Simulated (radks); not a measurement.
Removal energies from the argon ion Ar13+, [He] 2s2 2p(1/2: 1, 3/2: 0), by Delta-SCF beside the eigenvalue of the level emptied. Calculated with a radial shooting solver on a logarithmic mesh with Libxc functionals: Dirac Kohn-Sham, PBE, spin-unpolarised, spherical densities, finite nucleus; Fermi nuclear charge, rms radius of each element as measured or else 0.836 A^(1/3) + 0.57 fm. Sub-shells are occupied by j as written (lower j first in brackets).

[
 {"removed from": "2p1/2", "final configuration": "[He] 2s2", "Delta-SCF (eV)": "753.84", "-eigenvalue (eV)": "718.42"},
 {"removed from": "2s1/2", "final configuration": "[He] 2s1 2p(1/2: 1, 3/2: 0)", "Delta-SCF (eV)": "791.52", "-eigenvalue (eV)": "761.42"},
 {"removed from": "1s1/2", "final configuration": "1s1 2s2 2p(1/2: 1, 3/2: 0)", "Delta-SCF (eV)": "3856.0", "-eigenvalue (eV)": "3727.5"}
]
